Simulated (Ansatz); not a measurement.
BMe2I (C₂H₆BI), 10 atoms. Hardware: 4 threads of Intel Xeon Platinum 8488C on a shared host.

In the def2 sets I takes a core potential; there is no spin–orbit coupling. Correlated methods freeze 7 core orbitals; core or outer-core shells of I are correlated, in sets that lack core-valence functions.

**Question.** How many basis functions does each of these Ansatz runs have, and roughly what does it cost? PBE0-D4/def2-TZVPD, charge -1 doublet at the geometry of the charge 0 singlet, energy, from earlier orbitals; PBE-D4/def2-TZVPD, charge -1 doublet at the geometry of the charge 0 singlet, energy, from earlier orbitals; PBE-D4/def2-TZVPD, charge 0 singlet, energy, from earlier orbitals; HF/STO-3G, charge 0 singlet, energy; r2SCANh-D4/def2-TZVP, charge 0 singlet, energy, from earlier orbitals; MP2/def2-TZVP, charge 0 singlet, energy, from earlier orbitals; B3LYP-D4/def2-TZVP, charge 0 singlet, energy, from earlier orbitals; PBE-D4/def2-TZVP, charge 1 doublet at the geometry of the charge 0 singlet, energy, from earlier orbitals; CCSD(T)/def2-TZVPP, charge 0 singlet, energy, from earlier orbitals; PBE-D4/def2-SVP, charge 0 singlet, energy, from earlier orbitals; PBE0-D4/def2-TZVP, charge 0 singlet, energy and forces, from earlier orbitals; PBE-D4/def2-TZVP, charge 0 singlet, energy, from earlier orbitals.

**Answer.** Other jobs shared the machine, so times can vary by a factor of up to 3. A dash marks memory too small to be measured apart from the calling script's.

```json
{"run": "HF/STO-3G, charge 0 singlet, energy", "functions": "48", "fitting or Cholesky vectors": "574", "wall time": "0.2 s", "peak host memory (GiB)": "–"}
{"run": "PBE-D4/def2-SVP, charge 0 singlet, energy, from earlier orbitals", "functions": "98", "fitting or Cholesky vectors": "1134", "wall time": "0.5 s", "peak host memory (GiB)": "–"}
{"run": "PBE-D4/def2-TZVP, charge 0 singlet, energy, from earlier orbitals", "functions": "179", "fitting or Cholesky vectors": "1160", "wall time": "0.85 s", "peak host memory (GiB)": "–"}
{"run": "B3LYP-D4/def2-TZVP, charge 0 singlet, energy, from earlier orbitals", "functions": "179", "fitting or Cholesky vectors": "1204", "wall time": "1.1 s", "peak host memory (GiB)": "–"}
{"run": "PBE-D4/def2-TZVPD, charge 0 singlet, energy, from earlier orbitals", "functions": "224", "fitting or Cholesky vectors": "1233", "wall time": "1.2 s", "peak host memory (GiB)": "–"}
{"run": "MP2/def2-TZVP, charge 0 singlet, energy, from earlier orbitals", "functions": "179", "fitting or Cholesky vectors": "1364", "wall time": "1.4 s", "peak host memory (GiB)": "–"}
{"run": "r2SCANh-D4/def2-TZVP, charge 0 singlet, energy, from earlier orbitals", "functions": "179", "fitting or Cholesky vectors": "1160", "wall time": "1.6 s", "peak host memory (GiB)": "–"}
{"run": "PBE-D4/def2-TZVP, charge 1 doublet at the geometry of the charge 0 singlet, energy, from earlier orbitals", "functions": "179", "fitting or Cholesky vectors": "1160", "wall time": "1.7 s", "peak host memory (GiB)": "–"}
{"run": "PBE0-D4/def2-TZVP, charge 0 singlet, energy and forces, from earlier orbitals", "functions": "179", "fitting or Cholesky vectors": "1211", "wall time": "1.9 s", "peak host memory (GiB)": "–"}
{"run": "PBE-D4/def2-TZVPD, charge -1 doublet at the geometry of the charge 0 singlet, energy, from earlier orbitals", "functions": "224", "fitting or Cholesky vectors": "1233", "wall time": "4.6 s", "peak host memory (GiB)": "0.58"}
{"run": "PBE0-D4/def2-TZVPD, charge -1 doublet at the geometry of the charge 0 singlet, energy, from earlier orbitals", "functions": "224", "fitting or Cholesky vectors": "1278", "wall time": "16 s", "peak host memory (GiB)": "1"}
{"run": "CCSD(T)/def2-TZVPP, charge 0 singlet, energy, from earlier orbitals", "functions": "227", "fitting or Cholesky vectors": "1498", "wall time": "2.2 min", "peak host memory (GiB)": "2.2"}
```
